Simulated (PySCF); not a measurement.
Gas-phase reaction: ZrCl3OH + HOCl → ZrCl2(OH)2 + 2 Cl, at 1600 K and a standard pressure of 1 bar. Level: ωB97M-V/def2-TZVP†.

Computed with PySCF and rigid-rotor harmonic-oscillator thermochemistry at 1 bar. † marks an energy on the PBE0/def2-TZVP geometry and frequencies. Open shells (unrestricted): Cl (multiplicity 2, electronic degeneracy 6); the rest are closed-shell singlets. Spin-orbit splitting is ignored; it lowers the true energy and changes the entropy of Cl. Zr: scalar-relativistic def2 core potential, no spin-orbit coupling. ZrCl3OH, ZrCl2(OH)2: computed as isolated molecules; such fragments, hydroxides, amides, oligomers or adducts are transient or little studied in the gas. The harmonic model lacks anharmonicity and excited electronic states, which grow with temperature; levels with a mode under 35 cm⁻¹ are left out. Soft modes under 120 cm⁻¹ make the harmonic entropy rough for ZrCl3OH, ZrCl2(OH)2.

```csv
species,E (Ha),H(1600 K) − E (kJ/mol),S°(1600 K) (J/mol/K)
ZrCl3OH,-1503.70415,225.9,586.0
HOCl,-535.95973,106.1,311.2
ZrCl2(OH)2,-1119.33665,278.2,620.4
Cl,-460.12517,33.3,203.2
```
E: electronic energy; H − E holds the zero-point and thermal terms. 1 Ha = 2625.5 kJ/mol.

### Question
Work out ΔH°, ΔS°, ΔG° and log10 K from these numbers.

### Answer
1. ΔE = 1×(-1119.33665) + 2×(-460.12517) − 1×(-1503.70415) − 1×(-535.95973) = 0.07689 Ha = 201.9 kJ.
2. Δ(H − E) = 1×(278.2) + 2×(33.3) − 1×(225.9) − 1×(106.1) = 12.8 kJ, so ΔH° = 214.7 kJ.
3. ΔS° = 1×(620.4) + 2×(203.2) − 1×(586.0) − 1×(311.2) = 129.6 J/K; the number of gas molecules changes by +1.
4. ΔG° = ΔH° − TΔS° = 214.7 − 1600×(129.6)/1000 = 7.3 kJ.
5. log10 K = −ΔG°/(RT ln 10) = -0.24, with RT ln 10 = 30.63 kJ/mol; at standard pressures the reactants are favoured.
6. A shift of 10 kJ in ΔE would move log10 K by 0.33 here.
7. With ΔH° and ΔS° held fixed, ΔG° changes sign near ΔH°/ΔS° = 1660 K.
8. Lowering the total pressure from 1 bar to 0.01 bar multiplies the mole-fraction quotient K_x = K (p/p°)^(−Δn) by 10^2, which pushes the balance towards the products.
For scale, ΔH°(298 K) is 200 kJ at this level, 193 kJ at ωB97X-V/def2-TZVP†, and runs from 24 to 295 kJ over the 18 levels computed.
